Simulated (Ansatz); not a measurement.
A made-up structure of ZnBH₂F, singlet:

```
5
angstrom
B -0.6480 0.4695 -0.4444
Zn 2.0378 -1.4748 1.3982
F 0.7920 -0.5701 0.5452
H -1.5186 -0.0894 -1.0434
H -0.6632 1.6648 -0.4556
```

It is relaxed with PBE-D4/def2-SVP and then PBE0-D4/def2-TZVP (Ansatz 0.2.0). Atoms count as bonded within 1.22 times the sum of their covalent radii (H–H: 0.88 Å). The end point is not checked to be a true minimum.

(1) Does its bonding change? (Judge from chemistry; the calculation decides.)

Results:

(1) Computed: Yes. Formed: B1–F3; broken: Zn2–F3.

Where it ends: The first stage lowers the energy by 3.50 eV in 11 steps. It ends as a complex of BH₂F ([BH2][F]) + Zn:
```xyz
5
angstrom
B -0.7189 0.5240 -0.4938
Zn 2.7312 -1.9953 1.8771
F 0.2250 -0.1339 0.1483
H -1.5546 -0.1151 -1.0654
H -0.6828 1.7204 -0.4662
```

Labels in which every atom is bracketed show which atoms are joined, not bond orders.

For scale, one of the runs: PBE0-D4/def2-TZVP relaxation, 122 basis functions, launched by `ansatz run in.yaml --threads 2 --pin off --events-out ev --progress --plain --max-ram 4352MiB`. The run took about 8.5 s on 2 CPU threads of an Intel Xeon 6975P-C (shared host).
